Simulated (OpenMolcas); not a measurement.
# OpenMolcas run: Ni VII

Input:

```
&GATEWAY
Coord
1

Ni 0.0 0.0 0.0
Basis=ANO-RCC-VQZP
Group=XYZ
NoMove
AngMom=0.0 0.0 0.0
AMFI
&SEWARD
* reference wave functions (RASSCF and RASSI steps not shown): 4 electrons in 10 orbitals (3d 4d)
>>> COPY JOB001 $Project.JobIph
&CASPT2
XMultistate=5 1 2 3 4 5
Frozen=2 3
IPEA=0.25
Imaginary=0.1
MaxIter=60
WThr=0.0 0.3 0.05
PrWF=0.5
NoMix
>>> COPY JOB002 $Project.JobIph
&CASPT2
XMultistate=45 1 2 3 4 5 6 7 8 9 10 11 12 13 14 15 16 17 18 19 20 21 22
23 24 25 26 27 28 29 30 31 32 33 34 35 36 37 38 39 40 41 42 43 44 45
Frozen=2 3
IPEA=0.25
Imaginary=0.1
MaxIter=60
WThr=0.0 0.3 0.05
PrWF=0.5
NoMix
>>> COPY JOB003 $Project.JobIph
&CASPT2
XMultistate=44 1 2 3 4 5 6 7 8 9 10 11 12 13 14 15 16 17 18 19 20 21 22
23 24 25 26 27 28 29 30 31 32 33 34 35 36 37 38 39 40 41 42 43 44
Frozen=2 3
IPEA=0.25
Imaginary=0.1
MaxIter=60
WThr=0.0 0.3 0.05
PrWF=0.5
NoMix
```

Launched by
```bash
OMP_NUM_THREADS=1 MOLCAS_MEM=1689 MOLCAS_PROJECT=a pymolcas a.inp > a.log  # once for each step of the input, in one work folder
```

Output, cut to the results:

```
--- CASPT2 ---
Orbital specifications:
      -----------------------

      Symmetry species                           1   2
                                                ag  au
      Frozen orbitals                            2   3
      Inactive orbitals                          1   3
      Active orbitals                           10   0
      Secondary orbitals                        32  44
      Deleted orbitals                           0   0
      Number of basis functions                 45  50
Type of calculation                        XMS-CASPT2
      Fock operator                              state-average
      IPEA shift                                 0.25
      Real shift                                 0.00
      Imaginary shift                            0.10
      The input orbitals will be transformed to quasi-canonical
      The input states will be rotated to diagonalize the Fock operator
Reference energy:       -1508.4420040345
      E2 (Non-variational):      -0.4095466484
      Shift correction:          -0.0000319913
      E2 (Variational):          -0.4095786397
      Total energy:           -1508.8515826742
      Residual norm:              0.0000001980
      Reference weight:           0.96904
      Contributions to the CASPT2 correlation energy
      Active & Virtual Only:         -0.0304816151
      One Inactive Excited:          -0.2193498586
      Two Inactive Excited:          -0.1597151747
Reference energy:       -1508.4420040345
      E2 (Non-variational):      -0.4096326843
      Shift correction:          -0.0000320411
      E2 (Variational):          -0.4096647253
      Total energy:           -1508.8516687599
      Residual norm:              0.0000001980
      Reference weight:           0.96902
      Contributions to the CASPT2 correlation energy
      Active & Virtual Only:         -0.0304786189
      One Inactive Excited:          -0.2193769742
      Two Inactive Excited:          -0.1597770912
::    XMS-CASPT2 Root  1     Total energy:  -1508.85167747
::    XMS-CASPT2 Root  2     Total energy:  -1508.85158442
::    XMS-CASPT2 Root  3     Total energy:  -1508.85158254
::    XMS-CASPT2 Root  4     Total energy:  -1508.85154422
::    XMS-CASPT2 Root  5     Total energy:  -1508.85150058
--- CASPT2 ---
Orbital specifications:
      -----------------------

      Symmetry species                           1   2
                                                ag  au
      Frozen orbitals                            2   3
      Inactive orbitals                          1   3
      Active orbitals                           10   0
      Secondary orbitals                        32  44
      Deleted orbitals                           0   0
      Number of basis functions                 45  50
Type of calculation                        XMS-CASPT2
      Fock operator                              state-average
      IPEA shift                                 0.25
      Real shift                                 0.00
      Imaginary shift                            0.10
      The input orbitals will be transformed to quasi-canonical
      The input states will be rotated to diagonalize the Fock operator
Reference energy:       -1508.2937713420
      E2 (Non-variational):      -0.4102331982
      Shift correction:          -0.0000292338
      E2 (Variational):          -0.4102624320
      Total energy:           -1508.7040337741
      Residual norm:              0.0000002210
      Reference weight:           0.97006
      Contributions to the CASPT2 correlation energy
      Active & Virtual Only:         -0.0314247065
      One Inactive Excited:          -0.2269897913
      Two Inactive Excited:          -0.1518187004
Reference energy:       -1508.2937713420
      E2 (Non-variational):      -0.4104507380
      Shift correction:          -0.0000293540
      E2 (Variational):          -0.4104800920
      Total energy:           -1508.7042514341
      Residual norm:              0.0000002266
      Reference weight:           0.97000
      Contributions to the CASPT2 correlation energy
      Active & Virtual Only:         -0.0314352043
      One Inactive Excited:          -0.2271200402
      Two Inactive Excited:          -0.1518954936
::    XMS-CASPT2 Root  1     Total energy:  -1508.70514888
::    XMS-CASPT2 Root  2     Total energy:  -1508.70485948
::    XMS-CASPT2 Root  3     Total energy:  -1508.70470622
::    XMS-CASPT2 Root  4     Total energy:  -1508.70461952
::    XMS-CASPT2 Root  5     Total energy:  -1508.70449097
::    XMS-CASPT2 Root  6     Total energy:  -1508.70418892
::    XMS-CASPT2 Root  7     Total energy:  -1508.70391211
::    XMS-CASPT2 Root  8     Total energy:  -1508.70379097
::    XMS-CASPT2 Root  9     Total energy:  -1508.70364799
::    XMS-CASPT2 Root 10     Total energy:  -1508.70340287
::    XMS-CASPT2 Root 11     Total energy:  -1508.70310933
::    XMS-CASPT2 Root 12     Total energy:  -1508.69986313
::    XMS-CASPT2 Root 13     Total energy:  -1508.69983692
::    XMS-CASPT2 Root 14     Total energy:  -1508.69977755
::    XMS-CASPT2 Root 15     Total energy:  -1508.69284039
::    XMS-CASPT2 Root 16     Total energy:  -1508.69281152
::    XMS-CASPT2 Root 17     Total energy:  -1508.69255446
::    XMS-CASPT2 Root 18     Total energy:  -1508.69233215
::    XMS-CASPT2 Root 19     Total energy:  -1508.69219659
::    XMS-CASPT2 Root 20     Total energy:  -1508.69214891
::    XMS-CASPT2 Root 21     Total energy:  -1508.69200559
::    XMS-CASPT2 Root 22     Total energy:  -1508.67644646
::    XMS-CASPT2 Root 23     Total energy:  -1508.67636586
::    XMS-CASPT2 Root 24     Total energy:  -1508.67617222
::    XMS-CASPT2 Root 25     Total energy:  -1508.67610967
::    XMS-CASPT2 Root 26     Total energy:  -1508.67592687
::    XMS-CASPT2 Root 27     Total energy:  -1508.67575558
::    XMS-CASPT2 Root 28     Total energy:  -1508.67555431
::    XMS-CASPT2 Root 29     Total energy:  -1508.67542955
...
```

In XMS-CASPT2 the single-state energies belong to rotated reference states; over a whole degenerate manifold the rotation is arbitrary, and only the multistate roots count.

Levels above the lowest, from the spin-orbit matrix with the multistate effective Hamiltonian, averaged by term, added to it:

| Configuration | Term | J | E (cm-1) | Measured (cm-1) | g | Term weight % |
| --- | --- | --- | --- | --- | --- | --- |
| 3d4 | 5D | 0 | 0.0 | 0.0 |  | 100 |
| 3d4 | 5D | 1 | 283 | 279 | 1.501 | 100 |
| 3d4 | 5D | 2 | 822 | 804 | 1.501 | 100 |
| 3d4 | 5D | 3 | 1578 | 1520 | 1.501 | 100 |
| 3d4 | 5D | 4 | 2520 | 2392 | 1.500 | 100 |
| 3d4 | 3P(1) | 0 | 31860 | 30077 |  | 98 |
| 3d4 | 3H | 4 | 33040 | 31672 | 0.813 | 95 |
| 3d4 | 3P(1) | 1 | 33560 | 31836 | 1.498 | 99 |
| 3d4 | 3H | 5 | 33710 | 32286 | 1.038 | 97 |
| 3d4 | 3H | 6 | 34410 | 32877 | 1.166 | 99 |
| 3d4 | 3F(1) | 2 | 36040 | 34247 | 0.669 | 99 |
| 3d4 | 3F(1) | 3 | 36110 | 34317 | 1.050 | 90 |
| 3d4 | 3P(1) | 2 | 36290 | 34555 | 1.497 | 99 |
| 3d4 | 3F(1) | 4 | 36410 | 34576 | 1.224 | 89 |
| 3d4 | 3G | 3 | 39760 | 38160 | 0.784 | 90 |
| 3d4 | 3G | 4 | 40440 | 38746 | 1.062 | 89 |
| 3d4 | 3G | 5 | 40980 | 39247 | 1.196 | 97 |
| 3d4 | 3D | 3 | 48620 |  | 1.333 | 100 |
| 3d4 | 3D | 2 | 48840 |  | 1.167 | 98 |
| 3d4 | 3D | 1 | 49090 |  | 0.502 | 100 |
| 3d4 | 1G(1) | 4 | 49460 |  | 1.003 | 96 |
| 3d4 | 1I | 6 | 49780 |  | 1.001 | 99 |
| 3d4 | 1S | 0 | 53530 |  |  | 98 |
| 3d4 | 1D | 2 | 61180 |  | 1.002 | 98 |

Against the 16 measured excited levels shown (Corliss and Sugar, J. Phys. Chem. Ref. Data 10, 197 (1981)) the mean absolute deviation is 1300 cm-1; the largest miss in energy is 3d4 3F4(1): computed 36410, measured 34576 cm-1 (+5.3 %).

CASPT2 breaks the degeneracy within a term, and the mean is taken; among the terms shown or strongly mixed into the levels shown the widest spread is 930 cm-1 (3d4 1I). Active for correlation alone: 4d; no level in the range computed is led by a configuration that fills it, so any true level of that kind is missing. The CASPT2 spread within a term exceeds the gap to the next term for 3d4 3D and 3d4 1G(1), 3d4 1G(1) and 3d4 1I, so the order of their levels is uncertain. Measured partners are found by configuration, term and J. A level has none where our copy of the source lacks it or the pairing is in doubt (some pairs that miss far off the trend of their configuration count as doubtful), and it then counts in no deviation. Only configurations of the active space appear. The first state left out of the spin-orbit step lies near 130000 cm-1 above the lowest spin-free state of the reference (among the parities and spins computed), and the list stops at four fifths of that energy or lower. The table shows the lowest 24 of 32 levels.

The CASPT2 steps took 20 min on 1 thread of Arm Neoverse V1, on a shared host; the integral step is not counted.

The term weight is that of the spin-free term in the level, not the purity of its configuration. A number in round brackets counts repeated terms of one configuration in the order of the reference energies.
